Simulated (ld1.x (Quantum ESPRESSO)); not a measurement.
Cutoff test, chromium, TM semilocal

* Element: Cr
* Generator: ld1.x (Quantum ESPRESSO) 7.5
* Type: norm-conserving Troullier–Martins (semilocal form)
* Functional: PBE
* Relativity: scalar-relativistic
* Frozen core: [Ar]
* Valence charge: 6
* Reference configuration: 3d6 4s0 4p0
* Partial waves: 4s (bound, empty): rc 2.20 bohr; 3d (bound): rc 0.95 bohr; 4p (bound, empty): rc 3.85 bohr
* Local potential: the p channel
* Core correction: Bessel-smoothed model core, default radius (core density twice the valence density)

The pseudo-atom Hamiltonian at the reference potential is diagonalised in spherical Bessel functions j_l(qr) that vanish at 20 bohr, with q² up to the cutoff. All-electron valence levels (Ry): 4s -0.2613, 3d -0.0979, 4p -0.0624.

Problem. How do the lowest levels (Ry) of each channel move with the cutoff, and are there ghosts?

Solution.

```
cutoff (Ry)     s #1     s #2     d #1    d #2     p #1  Σ f·Δε (mRy)
          8  -0.2592  -0.0018   0.0331  0.1197  -0.0622         787.9
         15  -0.2607  -0.0020   0.0328  0.1179  -0.0623         786.3
         21  -0.2612  -0.0021   0.0326  0.1163  -0.0623         784.9
         35  -0.2613  -0.0021   0.0321  0.1125  -0.0623         781.7
         45  -0.2613  -0.0021   0.0315  0.1084  -0.0623         778.3
         60  -0.2613  -0.0021   0.0298  0.0959  -0.0623         768.1
         90  -0.2613  -0.0021   0.0044  0.0481  -0.0623         615.6
        110  -0.2613  -0.0021  -0.0396  0.0402  -0.0623         351.7
        160  -0.2613  -0.0021  -0.0933  0.0377  -0.0623          29.5
        200  -0.2613  -0.0021  -0.0980  0.0376  -0.0623           1.4
        300  -0.2613  -0.0021  -0.0982  0.0376  -0.0623           0.2
        400  -0.2613  -0.0021  -0.0982  0.0376  -0.0623           0.0
```

Result: no extra level below or beside the all-electron valence levels (s, d, p tested); the semilocal form is local in each channel, so this says nothing of the separable form that plane-wave codes build from it; 10 mRy is reached at 180 Ry and 1 mRy at 230 Ry.

Its largest configuration-test error is -3825 meV.
